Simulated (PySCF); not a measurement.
**Core-level binding energies of `BCBC`**

Species: C2H8B2.
Geometry (PBE0-D3(BJ)/def2-SVP, Å), atoms numbered from 1 in this order:
```
atom  x, y, z in Å
B1     1.949    0.014    0.435
C2     0.872   -1.010   -0.016
B3    -0.284   -0.145   -0.641
C4    -1.509    0.377    0.174
H5     1.910    0.506    1.541
H6     2.818    0.378   -0.325
H7     1.278   -1.669   -0.799
H8     0.477   -1.562    0.852
H9    -0.211    0.150   -1.817
H10   -2.431   -0.035   -0.274
H11   -1.605    1.470    0.047
H12   -1.502    0.138    1.248
```

Level of theory: PySCF, delta-SCF UKS SCAN, pcX-2 on the ionised atom, pcseg-1 elsewhere, spin-free X2C. Binding energies are ΔSCF values: E(core-ionised, relaxed orbitals) − E(ground state) at a fixed geometry, referred to the vacuum level.

Question: Give the core binding energies atom by atom.

Answer: 
| atom(s) | environment | level | binding energy (eV) | above the level's lowest (eV) | count |
| --- | --- | --- | --- | --- | --- |
| C4 | sp3 carbon bound to boron | C 1s | 290.27 | +0.36 | 1 |
| C2 | sp3 carbon bound to boron | C 1s | 289.91 | 0.00 | 1 |
| B1 | three-coordinate boron | B 1s | 196.07 | +0.07 | 1 |
| B3 | three-coordinate boron | B 1s | 196.00 | 0.00 | 1 |

The 2 B 1s values lie within 0.07 eV of each other; Gaussian lines of 0.5 eV full width would blend them into one maximum.

The listed C 1s values span 0.36 eV, from C2 (bonded to 2 H and 2 B) to C4 (bonded to 3 H and B). Summing the Pauling electronegativity differences to the bonded atoms, each weighted by its formal bond order, gives -1.72 for the lowest site and -1.56 for the highest.

Question: Which effective nuclear charge Zeff reproduces each element's mean 1s value in the hydrogen-like formula E = 13.606 eV × Zeff²?

Answer: B (Z = 5): mean 196.0 eV, Zeff = 3.80, Z − Zeff = 1.20; C (Z = 6): mean 290.1 eV, Zeff = 4.62, Z − Zeff = 1.38. Means run over the listed sites, weighted by atom count.

Question: Which photon energy gives electrons from C 1s of C4 a kinetic energy of 150 eV, and what is their de Broglie wavelength?

Answer: hν = 290.27 + 150 = 440.27 eV, recoil neglected; λ = 12.264 Å/√(E/eV) = 1.00 Å.

The unrestricted hole states depart most from a pure doublet (⟨S²⟩ = 0.75; over 0.85 named) for B 1s of B1 (0.89), which makes this value less certain. One conformer (not necessarily the lowest) at the PBE0-D3(BJ)/def2-SVP geometry, without solvent, vibrations or thermal averaging.
